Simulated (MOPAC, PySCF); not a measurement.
C8H8B2S, SMILES `c1c(B)sc2c1cccc2B`, neutral singlet in the gas phase. 

Cartesian coordinates (Å):
SMILES: Bc1cc2cccc(B)c2s1
```xyz
19

B      3.7871     0.6683    -0.2776
C      2.2988     0.3551    -0.1521
C      1.7270    -0.8369     0.2426
C      0.3043    -0.8129     0.2579
C     -0.5979    -1.8392     0.6042
C     -1.9604    -1.6061     0.5507
C     -2.4458    -0.3499     0.1525
C     -1.6027     0.7117    -0.2041
B     -2.1912     2.0658    -0.6319
C     -0.2094     0.4501    -0.1421
S      1.0695     1.5443    -0.5165
H      4.5852    -0.1992    -0.0101
H      4.1717     1.7558    -0.6357
H      2.3250    -1.7087     0.5148
H     -0.2114    -2.8140     0.9131
H     -2.6614    -2.3995     0.8185
H     -3.5258    -0.1840     0.1162
H     -1.4718     2.9869    -0.9406
H     -3.3907     2.2124    -0.6601
```
Charge 0, spin multiplicity 1.

All levels are single points at this geometry (PBE0-D4/def2-SVP); Pople sets use spherical d functions. Orbital energies aren't observables, and empty levels follow the basis.

AM1 in MOPAC gives gap (eV) = 7.86.

**Question.** Estimate the gap (eV) from each of these levels: PBE0-D4/def2-TZVP in PySCF; B3LYP/6-311+G** in PySCF; B3LYP/LANL2DZ in PySCF; PBE/6-31G* in PySCF; SVWN5/6-31G* in PySCF; HF/6-31G* in PySCF; PM3 in MOPAC; PM7 in MOPAC.

**Answer.** 
| level | gap (eV) |
|---|---|
| PBE0-D4/def2-TZVP in PySCF | 4.21 |
| B3LYP/6-311+G** in PySCF | 3.89 |
| B3LYP/LANL2DZ in PySCF | 3.98 |
| PBE/6-31G* in PySCF | 2.63 |
| SVWN5/6-31G* in PySCF | 2.56 |
| HF/6-31G* in PySCF | 9.48 |
| PM3 in MOPAC | 7.58 |
| PM7 in MOPAC | 7.17 |
